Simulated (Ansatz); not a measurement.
Species: CClF (charge 0, singlet). SMILES: Cl[C]F
Geometry: optimised at B3LYP-D3(BJ)/def2-TZVP (Ansatz, a quantum-chemistry and plane-wave program).

Property: vertical triplet-singlet gap, E(triplet) - E(singlet), in eV. Set-up: 6-31G* and kin with 6d, 5d where marked; UHF or UKS for open shells; dispersion terms only where a functional's name holds one; non-relativistic; spin-orbit terms left out; 6-311+G** with 5d, 6d on Na to Ar in Ansatz; each state is the SCF solution reached for its charge and spin. First-principles rows: single points at B3LYP-D3(BJ) geometries (Ansatz). Levels can end on unlike triplets.

```
level             program  vertical triplet-singlet gap, E(triplet) - E(singlet) (eV)
----------------  -------  ----------------------------------------------------------
B3LYP/STO-3G       Ansatz                                                        1.66
B3LYP/3-21G        Ansatz                                                        1.66
B3LYP/6-31G*       Ansatz                                                        1.74
B3LYP/6-311+G**    Ansatz                                                        1.73
B3LYP/def2-TZVPD   Ansatz                                                        1.73
```

No value to compare with is used here. The 4 habitual levels span 1.66 (B3LYP/3-21G) to 1.74 eV (B3LYP/6-31G*); B3LYP/def2-TZVPD gives 1.73.

The sets are all those run for this method; runs whose electronic state is in doubt are left out.
